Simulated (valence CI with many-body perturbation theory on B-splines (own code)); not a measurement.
## Energy levels of Ho LIII

Method: relativistic CI+MBPT: five valence electrons over a frozen Dirac-Fock core [Ne], radial functions for each j: 11 s, 11 p, 10 d, 8 f, 5 g, 2 h, with the one-electron correlation potential Σ1 (screened to all orders), the two-electron term Σ2, the three-electron term Σ3, Breit, model QED; selected single and double excitations, second order for the rest, scaled by the run's own slope (own B-spline code, finite nucleus).

The last digits are not significant, and no measured levels were compared; by estimate large intervals hold to a few tenths of a per cent, small ones and those within an open d or f shell to about a per cent. Among the levels kept, up to 3200 cm⁻¹ of a level comes from second order outside the variational space, and about a tenth of that is noise between levels of different J, which matters for small intervals.

Levels 46 to 90 of 166, with energies above the lowest level, (3s^2 3p1/2^2 3p3/2) J=3/2. "Leading %" is the weight of the configuration and term that name the level; weights of strongly mixed levels are sums over their largest components and can fall short. In the jj column 3d3/2^4 stands for four electrons in 3d with j = 3/2. Lifetimes count E1, E2, E3, M1 and M2 decay at the calculated energies, and are blank where another channel may lead or the interval is too uncertain; long ones can be off by a factor of two.

| No. | Configuration | Term | J | E (eV) | Leading % | Second component | Leading jj | Lifetime |
| --- | --- | --- | --- | --- | --- | --- | --- | --- |
| 46 | 3s2 3p2 3d | 2F | 7/2 | 657.38 | 47 | 24 % 3s2 3p2 3d 2G | 3s^2 3p3/2^2 3d3/2 (96 %) | 914 fs |
| 47 | 3s 3p3 3d | 2P° | 3/2 | 657.95 | 17 | 12 % 3s 3p3 3d 4P° | 3s 3p1/2^2 3p3/2 3d5/2 (76 %) | 1.24 ps |
| 48 | 3s2 3p 3d2 | 4D° | 1/2 | 659.01 | 39 | 35 % 3s2 3p 3d2 2P° | 3s^2 3p1/2 3d3/2^2 (86 %) | 522 fs |
| 49 | 3s2 3p2 3d | 4P | 3/2 | 659.87 | 23 | 21 % 3s2 3p2 3d 2D | 3s^2 3p3/2^2 3d3/2 (76 %) | 449 fs |
| 50 | 3s2 3p2 3d | 4P | 1/2 | 661.01 | 38 | 20 % 3s2 3p2 3d 2P | 3s^2 3p3/2^2 3d3/2 (78 %) | 427 fs |
| 51 | 3s2 3p 3d2 | 4F° | 3/2 | 662.84 | 30 | 24 % 3s2 3p 3d2 2D° | 3s^2 3p1/2 3d3/2^2 (75 %) | 349 fs |
| 52 | 3s2 3p 3d2 | 4G° | 7/2 | 675.72 | 56 | 13 % 3s2 3p 3d2 4F° | 3s^2 3p1/2 3d3/2 3d5/2 (94 %) | 4.74 ps |
| 53 | 3s2 3p2 3d | 2D | 3/2 | 676.35 | 67 | 9 % 3s2 3p2 3d 4F | 3s^2 3p3/2^2 3d3/2 (89 %) | 665 fs |
| 54 | 3s2 3p 3d2 | 2D° | 5/2 | 679.15 | 24 | 19 % 3s2 3p 3d2 4D° | 3s^2 3p1/2 3d3/2 3d5/2 (93 %) | 3.91 ps |
| 55 | 3s2 3p2 3d | 2F | 7/2 | 683.70 | 52 | 37 % 3s2 3p2 3d 4D | 3s^2 3p3/2^2 3d5/2 (98 %) | 98.4 ps |
| 56 | 3s2 3p 3d2 | 4D° | 3/2 | 684.87 | 41 | 21 % 3s2 3p 3d2 2D° | 3s^2 3p1/2 3d3/2 3d5/2 (90 %) | 3.17 ps |
| 57 | 3s2 3p2 3d | 4F | 9/2 | 685.69 | 60 | 38 % 3s2 3p2 3d 2G | 3s^2 3p3/2^2 3d5/2 (98 %) | 7.51 ns |
| 58 | 3s2 3p 3d2 | 4P° | 1/2 | 686.05 | 44 | 26 % 3s2 3p 3d2 4D° | 3s^2 3p1/2 3d3/2 3d5/2 (92 %) | 4.33 ps |
| 59 | 3s2 3p 3d2 | 2H° | 9/2 | 688.40 | 46 | 32 % 3s2 3p 3d2 2G° | 3s^2 3p1/2 3d3/2 3d5/2 (95 %) | 5.42 ps |
| 60 | 3s2 3p2 3d | 2P | 1/2 | 692.38 | 53 | 28 % 3s2 3p2 3d 2S | 3s^2 3p3/2^2 3d5/2 (93 %) | 21.7 ps |
| 61 | 3s2 3p2 3d | 2D | 5/2 | 712.19 | 76 | 16 % 3s2 3p2 3d 4D | 3s^2 3p3/2^2 3d5/2 (98 %) | 706 ps |
| 62 | 3s2 3p 3d2 | 4D° | 5/2 | 714.38 | 25 | 17 % 3s2 3p 3d2 4F° | 3s^2 3p1/2 3d3/2 3d5/2 (82 %) | 409 fs |
| 63 | 3s2 3p 3d2 | 2F° | 7/2 | 716.39 | 34 | 23 % 3s2 3p 3d2 4D° | 3s^2 3p1/2 3d3/2 3d5/2 (79 %) | 563 fs |
| 64 | 3s2 3p 3d2 | 4D° | 3/2 | 722.35 | 22 | 19 % 3s2 3p 3d2 2P° | 3s^2 3p1/2 3d3/2 3d5/2 (82 %) | 388 fs |
| 65 | 3s2 3p2 3d | 2P | 3/2 | 724.00 | 42 | 27 % 3s2 3p2 3d 2D | 3s^2 3p3/2^2 3d5/2 (93 %) | 2.02 ps |
| 66 | 3s2 3p2 3d | 2D | 5/2 | 729.01 | 52 | 18 % 3s2 3p2 3d 2F | 3s^2 3p3/2^2 3d5/2 (92 %) | 1.61 ps |
| 67 | 3s2 3p 3d2 | 2F° | 7/2 | 743.30 | 28 | 24 % 3s2 3p 3d2 4D° | 3s^2 3p1/2 3d5/2^2 (80 %) | 2.43 ps |
| 68 | 3s2 3p 3d2 | 4G° | 9/2 | 744.52 | 27 | 25 % 3s2 3p 3d2 2H° | 3s^2 3p1/2 3d5/2^2 (90 %) | 4.05 ps |
| 69 | 3s 3p3 3d | 6D° | 3/2 | 751.50 | 19 | 18 % 3p5 2P° | 3s 3p1/2 3p3/2^2 3d3/2 (62 %) | 2.42 ps |
| 70 | 3s2 3p 3d2 | 4P° | 3/2 | 752.43 | 20 | 20 % 3s2 3p 3d2 2P° | 3s^2 3p1/2 3d5/2^2 (76 %) | 2.25 ps |
| 71 | 3s2 3p 3d2 | 2F° | 5/2 | 752.51 | 37 | 20 % 3s2 3p 3d2 4D° | 3s^2 3p1/2 3d5/2^2 (91 %) | 2.85 ps |
| 72 | 3s 3p3 3d | 4F° | 5/2 | 762.08 | 36 | 22 % 3s 3p3 3d 6D° | 3s 3p1/2 3p3/2^2 3d3/2 (88 %) | 3.14 ps |
| 73 | 3s 3p3 3d | 6D° | 1/2 | 762.50 | 38 | 23 % 3s 3p3 3d 4D° | 3s 3p1/2 3p3/2^2 3d3/2 (90 %) | 2.20 ps |
| 74 | 3s 3p2 3d2 | 4F | 3/2 | 764.25 | 41 | 33 % 3s 3p2 3d2 6G | 3s 3p1/2^2 3d3/2^2 (95 %) | 17.8 ps |
| 75 | 3p5 | 2P° | 3/2 | 771.44 | 44 | 13 % 3s 3p3 3d 6D° | 3p1/2^2 3p3/2^3 (44 %) | 887 fs |
| 76 | 3s 3p3 3d | 4G° | 7/2 | 772.23 | 29 | 27 % 3s 3p3 3d 4F° | 3s 3p1/2 3p3/2^2 3d3/2 (91 %) | 2.63 ps |
| 77 | 3s 3p2 3d2 | 4F | 5/2 | 773.12 | 25 | 16 % 3s 3p2 3d2 6G | 3s 3p1/2^2 3d3/2^2 (92 %) | 17.4 ps |
| 78 | 3s2 3p 3d2 | 2P° | 1/2 | 773.99 | 63 | 16 % 3s2 3p 3d2 4D° | 3s^2 3p1/2 3d5/2^2 (82 %) | 2.70 ps |
| 79 | 3s 3p3 3d | 4G° | 9/2 | 785.36 | 42 | 40 % 3s 3p3 3d 2G° | 3s 3p1/2 3p3/2^2 3d3/2 (94 %) | 2.63 ps |
| 80 | 3s 3p2 3d2 | 4P | 1/2 | 790.25 | 46 | 28 % 3s 3p2 3d2 6D | 3s 3p1/2^2 3d3/2^2 (92 %) | 14.5 ps |
| 81 | 3s 3p3 3d | 4F° | 3/2 | 791.56 | 42 | 21 % 3s 3p3 3d 2D° | 3s 3p1/2 3p3/2^2 3d3/2 (87 %) | 1.11 ps |
| 82 | 3s 3p3 3d | 4P° | 5/2 | 797.49 | 29 | 18 % 3s 3p3 3d 4D° | 3s 3p1/2 3p3/2^2 3d3/2 (86 %) | 697 fs |
| 83 | 3s 3p3 3d | 4D° | 7/2 | 798.08 | 35 | 18 % 3s 3p3 3d 2F° | 3s 3p1/2 3p3/2^2 3d3/2 (79 %) | 850 fs |
| 84 | 3s 3p3 3d | 4D° | 1/2 | 800.17 | 53 | 7 % 3s2 3p 3d2 4D° | 3s 3p1/2 3p3/2^2 3d3/2 (78 %) | 916 fs |
| 85 | 3s 3p3 3d | 4P° | 3/2 | 805.47 | 31 | 24 % 3s 3p3 3d 4S° | 3s 3p1/2 3p3/2^2 3d3/2 (88 %) | 553 fs |
| 86 | 3s 3p3 3d | 6D° | 9/2 | 808.12 | 42 | 23 % 3s 3p3 3d 4G° | 3s 3p1/2 3p3/2^2 3d5/2 (96 %) | 4.61 ps |
| 87 | 3s 3p3 3d | 4F° | 3/2 | 810.74 | 33 | 19 % 3s 3p3 3d 4D° | 3s 3p1/2 3p3/2^2 3d3/2 (93 %) | 646 fs |
| 88 | 3s 3p3 3d | 2F° | 5/2 | 810.76 | 24 | 22 % 3s 3p3 3d 4F° | 3s 3p1/2 3p3/2^2 3d3/2 (92 %) | 797 fs |
| 89 | 3s 3p3 3d | 2G° | 7/2 | 811.65 | 42 | 21 % 3s 3p3 3d 6D° | 3s 3p1/2 3p3/2^2 3d3/2 (54 %) | 875 fs |
| 90 | 3s 3p3 3d | 4D° | 7/2 | 816.47 | 37 | 23 % 3s 3p3 3d 2G° | 3s 3p1/2 3p3/2^2 3d5/2 (51 %) | 1.04 ps |

Where two levels of one J and parity lie close, their mixing, g and order are uncertain.
